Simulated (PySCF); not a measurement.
PySCF input file for C₆H₄F₂, SMILES C#C[C@H](F)C=C=CF, PBE0-D3(BJ)/def2-SVP. The structure is a stationary point at PBE0-D3(BJ)/def2-SVP. The structure was generated by enumeration; whether it is a known compound was not checked. Other conformers were not sampled.

```python
import numpy as np
from pyscf import gto, scf, dft, df
from pyscf.hessian import thermo

mol = gto.M(
    atom='''
    C    -2.71084088    1.47672988   -1.55667522
    C    -2.06867335    0.80893358   -0.77929869
    C    -1.29682764   -0.02357184    0.14674540
    F    -0.85207994    0.71577230    1.20625839
    C    -0.14123153   -0.68753034   -0.56466795
    C     1.10458927   -0.55927415   -0.19047241
    C     2.35354854   -0.38765647    0.15884929
    F     2.98867200   -1.17630106    1.02497164
    H    -3.27945297    2.07604481   -2.24433991
    H    -1.96342268   -0.81433680    0.54309439
    H    -0.41206144   -1.30125839   -1.43362756
    H     2.98222190    0.41852506   -0.23307960
    ''',
    basis='def2-SVP',
    charge=0,
    spin=0,
    max_memory=1600,
    verbose=3,
)
mf = dft.RKS(mol, xc='pbe0').density_fit(auxbasis='def2-universal-jkfit')
mf.disp = 'd3bj'
mf.grids.level = 3
mf.conv_tol = 1e-11
mf.max_cycle = 100
mf.kernel()

# [left out here: the lines that compute and print the analytic Hessian (its translational invariance restored by hand, since the grid's response is missing), thermochemistry and intensities]
```

Output:

```
converged SCF energy = -429.780252790284

WARN: DFTD3 does not support analytical Hessian, using finite difference


WARN: Mole.unit (angstrom) is changed to Bohr

Mode                                 0                   1                   2
Irrep
Freq [cm^-1]                       43.5446             84.4623            152.6906
Reduced mass [au]                   5.1134              9.9876              6.4827
Force const [Dyne/A]                0.0057              0.0420              0.0890
Char temp [K]                      62.6510            121.5225            219.6877
Normal mode                   x     y     z       x     y     z       x     y     z
       0   C                 0.13  0.07 -0.03   -0.04  0.04  0.08    0.08 -0.09 -0.07
       1   C                 0.05  0.02 -0.00    0.00  0.00  0.02    0.02 -0.00  0.06
       2   C                -0.03 -0.03  0.02    0.03 -0.02 -0.03    0.01  0.00  0.06
       3   F                -0.02 -0.05  0.03    0.11 -0.03 -0.05    0.06 -0.02  0.06
       4   C                -0.05 -0.09  0.05   -0.00 -0.05 -0.06   -0.02  0.03 -0.02
       5   C                -0.04 -0.05 -0.00   -0.00 -0.04 -0.08   -0.01  0.08 -0.08
       6   C                -0.03  0.01 -0.06   -0.03  0.01  0.00   -0.02  0.05 -0.01
       7   F                 0.02  0.10 -0.02   -0.08  0.07  0.09   -0.11 -0.02 -0.02
       8   H                 0.20  0.11 -0.05   -0.07  0.07  0.14    0.13 -0.16 -0.17
       9   H                -0.09  0.01  0.00    0.04 -0.00  0.01    0.03 -0.00  0.07
      10   H                -0.08 -0.16  0.10   -0.03 -0.08 -0.04   -0.05  0.05 -0.02
      11   H                -0.07 -0.01 -0.16   -0.02 -0.00  0.00    0.03  0.06  0.07
Mode                                 3                   4                   5
Irrep
Freq [cm^-1]                      196.1699            224.3086            311.0755
Reduced mass [au]                   3.4177              5.1547              5.5928
Force const [Dyne/A]                0.0775              0.1528              0.3189
Char temp [K]                     282.2448            322.7301            447.5684
Normal mode                   x     y     z       x     y     z       x     y     z
       0   C                -0.03  0.01  0.03   -0.09 -0.06 -0.06   -0.06 -0.00  0.00
       1   C                 0.02 -0.00 -0.02    0.04  0.14  0.00    0.09  0.05 -0.07
       2   C                 0.01  0.00 -0.01    0.01  0.08 -0.02   -0.01 -0.00 -0.03
       3   F                -0.07 -0.00  0.03    0.01 -0.07  0.07    0.06 -0.04 -0.03
       4   C                 0.04 -0.01  0.05   -0.01  0.04 -0.03   -0.01 -0.08  0.08
       5   C                 0.06  0.09 -0.05   -0.01 -0.07 -0.00   -0.03  0.10  0.09
       6   C                 0.09 -0.04 -0.11    0.00 -0.05 -0.02   -0.01  0.07  0.03
       7   F                -0.07 -0.00  0.05    0.03  0.03  0.03   -0.03 -0.03 -0.05
       8   H                -0.06  0.02  0.06   -0.18 -0.20 -0.12   -0.16 -0.04  0.05
       9   H                 0.01 -0.02 -0.05   -0.05  0.08 -0.12   -0.12  0.09 -0.04
      10   H                 0.02 -0.19  0.18   -0.04  0.04 -0.02    0.08 -0.18  0.12
      11   H                 0.24 -0.22 -0.24   -0.02 -0.07 -0.09    0.02  0.05  0.04
Mode                                 6                   7                   8
Irrep
Freq [cm^-1]                      361.0201            507.1754            558.7060
Reduced mass [au]                   5.5762              5.0455              7.1406
Force const [Dyne/A]                0.4282              0.7647              1.3133
Char temp [K]                     519.4275            729.7125            803.8536
Normal mode                   x     y     z       x     y     z       x     y     z
       0   C                -0.01 -0.03  0.05    0.03 -0.04  0.06   -0.04  0.06 -0.04
       1   C                 0.13  0.01 -0.05    0.12 -0.07 -0.06   -0.05 -0.11 -0.16
       2   C                 0.04  0.01  0.02    0.04 -0.01  0.00   -0.01  0.05  0.03
       3   F                -0.08  0.06  0.04   -0.00  0.01  0.01    0.06 -0.03  0.08
       4   C                 0.01 -0.05  0.01   -0.01  0.09 -0.05   -0.02  0.04  0.05
       5   C                 0.04 -0.08 -0.11   -0.07  0.01  0.12    0.02 -0.02 -0.04
       6   C                -0.03  0.05  0.04   -0.04 -0.05 -0.06    0.00  0.00  0.01
       7   F                -0.02 -0.01 -0.03   -0.04  0.03 -0.01    0.01 -0.00  0.01
       8   H                -0.12 -0.05  0.12   -0.05 -0.01  0.16   -0.03  0.20  0.07
       9   H                -0.02  0.05 -0.02    0.05 -0.03 -0.01   -0.01  0.07  0.06
      10   H                -0.10  0.03 -0.02    0.04  0.19 -0.14   -0.08  0.08  0.04
      11   H                -0.08  0.17  0.19   -0.06 -0.08 -0.17    0.00  0.02  0.04
Mode                                 9                  10                  11
Irrep
Freq [cm^-1]                      629.2257            697.4442            716.7580
[...]
Freq [cm^-1]                     1171.0524           1211.5521           1283.2984
Reduced mass [au]                   4.5429              1.8520              1.2609
Force const [Dyne/A]                3.6706              1.6017              1.2234
Char temp [K]                    1684.8837           1743.1538           1846.3807
Normal mode                   x     y     z       x     y     z       x     y     z
       0   C                 0.01 -0.01  0.01    0.00 -0.00  0.00    0.01 -0.01  0.01
       1   C                 0.00  0.01  0.01   -0.00 -0.00  0.00    0.03  0.01 -0.01
       2   C                -0.04 -0.10 -0.15   -0.03 -0.04 -0.05   -0.07  0.08 -0.01
       3   F                 0.04  0.07  0.07    0.02  0.02  0.02    0.00 -0.01 -0.00
       4   C                -0.05  0.03  0.05   -0.00 -0.01 -0.02   -0.04 -0.02  0.01
       5   C                -0.02 -0.02 -0.02    0.03  0.01  0.03   -0.02 -0.02 -0.01
       6   C                -0.01  0.06 -0.05    0.06 -0.08  0.08    0.00 -0.00  0.00
       7   F                 0.02 -0.04  0.04   -0.03  0.06 -0.06    0.00  0.02 -0.02
       8   H                 0.01 -0.02 -0.00    0.00 -0.01  0.00   -0.00 -0.01  0.02
       9   H                 0.03 -0.23 -0.30   -0.11 -0.04 -0.17    0.55 -0.38  0.10
      10   H                 0.03  0.05  0.01   -0.52  0.09  0.06    0.30 -0.04 -0.08
      11   H                -0.03  0.07 -0.05    0.30 -0.18  0.25    0.36 -0.14  0.28
Mode                                21                  22                  23
Irrep
Freq [cm^-1]                     1309.9749           1349.9765           1494.6914
Reduced mass [au]                   1.4925              1.3346              3.8339
Force const [Dyne/A]                1.5090              1.4330              5.0465
Char temp [K]                    1884.7623           1942.3157           2150.5282
Normal mode                   x     y     z       x     y     z       x     y     z
       0   C                -0.01  0.01 -0.01    0.01 -0.01  0.01   -0.00  0.00 -0.00
       1   C                -0.02  0.00  0.01    0.01  0.01  0.01    0.00 -0.00 -0.00
       2   C                 0.11 -0.07 -0.02   -0.02 -0.02 -0.13    0.05 -0.01  0.01
       3   F                -0.01  0.00  0.00   -0.01 -0.01  0.02   -0.00  0.00 -0.00
       4   C                -0.06  0.05  0.02   -0.01  0.01  0.01   -0.17  0.01 -0.01
       5   C                -0.04 -0.03 -0.01    0.02  0.01 -0.00    0.01 -0.00 -0.01
       6   C                -0.02  0.02 -0.02    0.02 -0.01  0.02    0.16 -0.03  0.08
       7   F                 0.01  0.01 -0.00   -0.01  0.00 -0.00   -0.03  0.02 -0.02
       8   H                -0.00  0.01 -0.02    0.01 -0.02  0.01   -0.00  0.01 -0.00
       9   H                -0.26  0.33  0.16    0.22  0.24  0.75    0.03 -0.04 -0.08
      10   H                 0.32 -0.07 -0.01   -0.15  0.04  0.04    0.24 -0.09 -0.08
      11   H                 0.45 -0.19  0.32   -0.13  0.06 -0.09   -0.22  0.15 -0.20
Mode                                24                  25                  26
Irrep
Freq [cm^-1]                     2125.3594           2252.0291           3036.3415
Reduced mass [au]                  10.3419              5.8714              1.0837
Force const [Dyne/A]               27.5243             17.5444              5.8866
Char temp [K]                    3057.9190           3240.1685           4368.6194
Normal mode                   x     y     z       x     y     z       x     y     z
       0   C                -0.00  0.00 -0.00   -0.08  0.09 -0.10    0.00 -0.00  0.00
       1   C                 0.00 -0.00  0.00    0.12 -0.12  0.14   -0.00  0.00 -0.00
       2   C                -0.01  0.00  0.00   -0.02  0.02 -0.02    0.05  0.06 -0.03
       3   F                 0.00 -0.00 -0.00   -0.00 -0.00 -0.00    0.00  0.00  0.00
       4   C                 0.12  0.01  0.03   -0.00  0.00 -0.00    0.00 -0.00 -0.00
       5   C                -0.22 -0.03 -0.06    0.01  0.00  0.00   -0.00 -0.00 -0.00
       6   C                 0.11  0.00  0.04   -0.00 -0.00 -0.00    0.00 -0.00  0.00
       7   F                -0.00  0.00 -0.00    0.00 -0.00  0.00   -0.00 -0.00 -0.00
       8   H                -0.00  0.00 -0.01   -0.16  0.17 -0.20    0.00 -0.00  0.00
       9   H                -0.01  0.01  0.01   -0.01  0.01 -0.01   -0.57 -0.68  0.35
      10   H                 0.01  0.05  0.06    0.00  0.00  0.00    0.01  0.01  0.01
      11   H                 0.03  0.07 -0.04   -0.00 -0.00  0.00    0.00  0.00 -0.00
Mode                                27                  28                  29
Irrep
Freq [cm^-1]                     3166.1321           3211.4521           3487.0382
Reduced mass [au]                   1.0916              1.0933              1.1655
Force const [Dyne/A]                6.4474              6.6434              8.3496
Char temp [K]                    4555.3591           4620.5646           5017.0716
Normal mode                   x     y     z       x     y     z       x     y     z
       0   C                 0.00 -0.00  0.00    0.00 -0.00  0.00   -0.06  0.06 -0.07
       1   C                -0.00  0.00 -0.00   -0.00  0.00 -0.00    0.02 -0.02  0.02
       2   C                -0.00 -0.00  0.00    0.00  0.00 -0.00   -0.00  0.00 -0.00
       3   F                -0.00  0.00  0.00   -0.00 -0.00 -0.00   -0.00 -0.00 -0.00
       4   C                -0.02 -0.05 -0.07    0.00 -0.00 -0.00   -0.00  0.00  0.00
       5   C                 0.01  0.00  0.00   -0.01 -0.00 -0.00    0.00 -0.00 -0.00
       6   C                -0.00 -0.00  0.00    0.05  0.06 -0.03   -0.00  0.00 -0.00
       7   F                -0.00  0.00 -0.00   -0.00  0.00 -0.00    0.00 -0.00  0.00
       8   H                 0.00 -0.00  0.00    0.00 -0.00  0.00    0.49 -0.51  0.59
       9   H                 0.01  0.01 -0.01   -0.00 -0.00  0.00    0.00  0.00 -0.00
      10   H                 0.23  0.53  0.76    0.00  0.00  0.01   -0.00 -0.00 -0.00
      11   H                 0.00  0.00 -0.00   -0.55 -0.70  0.34    0.00  0.00  0.00
temperature 298.1500 [K]
pressure 101325.00 [Pa]
Rotational constants [GHz] 5.88389 0.88807 0.82786
Symmetry number 1
Zero-point energy (ZPE) 0.07978 [Eh]   209474.409 [J/mol]
                           tot       elec      trans        rot        vib
Entropy [J/mol/K]       377.099      0.000    167.825    120.074     89.201
Cv [J/mol/K]            115.478      0.000     12.472     12.472     90.535
Cp [J/mol/K]            123.793      0.000     20.786     12.472     90.535
Internal energy [J/mol]                      3718.434   3718.434 223339.213
Internal energy [Eh]   -429.69235  -429.78025
Enthalpy [J/mol]                             6197.391   3718.434 223339.213
Enthalpy [Eh]          -429.69141
Gibbs free energy [J/mol]                  -43839.510 -32081.483 196743.960
Gibbs free energy [Eh] -429.73423
mode   freq/cm-1   IR/(km/mol)
   1       43.54         0.434
   2       84.46         0.306
   3      152.69         0.153
   4      196.17         5.011
   5      224.31         3.969
   6      311.08         1.934
   7      361.02         5.348
   8      507.18         0.849
   9      558.71        20.345
  10      629.23        24.802
  11      697.44        37.825
  12      716.76        18.345
  13      748.24        29.685
  14      800.66         5.711
  15      881.47        20.451
  16      923.03        13.936
  17     1007.80        53.463
  18     1078.72        14.226
  19     1171.05       163.224
  20     1211.55        91.414
  21     1283.30        15.762
  22     1309.97         4.704
  23     1349.98        12.130
  24     1494.69       126.951
  25     2125.36        53.212
  26     2252.03         6.205
  27     3036.34        10.502
  28     3166.13         1.207
  29     3211.45         2.706
  30     3487.04        77.677
max |gradient| / (hartree/bohr): 0.00015787007093457164
APT charges: [-0.2519 -0.1695  0.73   -0.4811  0.0215 -0.2394  0.7043 -0.5846  0.2229
 -0.0361  0.0447  0.0392]
```

The calculation finished and met its thresholds.
